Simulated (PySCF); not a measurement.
Compound: C7H10N2.
Cartesian coordinates in Å at the PBE0-D3(BJ)/def2-SVP level; atoms count from 1:
```
atom  x, y, z in Å
C1     2.656   -1.312    1.023
N2     1.704   -0.490    1.110
C3     1.548    0.483    0.055
C4     0.235    0.344   -0.679
C5     0.228    0.094   -1.997
C6    -1.030    0.532    0.063
C7    -1.088    0.798    1.383
N8    -2.190    0.501   -0.729
C9    -3.171   -0.213   -0.372
H10    3.377   -1.318    0.179
H11    2.797   -2.069    1.808
H12    2.371    0.435   -0.686
H13    1.582    1.483    0.523
H14    1.162   -0.040   -2.550
H15   -0.711    0.041   -2.551
H16   -0.186    0.819    1.993
H17   -2.047    1.001    1.865
H18   -3.148   -0.865    0.523
H19   -4.095   -0.197   -0.967
```

The closed-shell ground state was solved at several levels (PySCF, density fitting, gas phase, non-relativistic).

```
            level  basis functions  HOMO (eV)  LUMO (eV)  gap (eV)  dipole (D)
wB97X-D/def2-SVPD              260      -8.26       0.68      8.94        1.42
    PBE0/pcSseg-1              203      -6.48      -1.05      5.43        1.41
```

Question: Estimate the row for B3LYP/pcSseg-1, a basis of 203 functions; the other rows only guide the guess.

Answer: HOMO -6.27 eV, LUMO -1.25 eV, gap 5.02 eV, dipole 1.35 D.

Question: Over all these levels, which gives the widest orbital gap and which the narrowest?

Answer: wB97X-D/def2-SVPD (range-separated hybrid) has the widest, 8.94 eV, and B3LYP/pcSseg-1 (global hybrid, 20 % exact exchange) the narrowest, 5.02 eV. Functional and basis both differ between the two, so the spread mixes both effects.

Question: How far do the dipole and the HOMO energy spread over the levels?

Answer: The dipole runs from 1.35 to 1.42 D (mean 1.39 D) and the HOMO from -8.26 to -6.27 eV.

One conformer stands for the species.
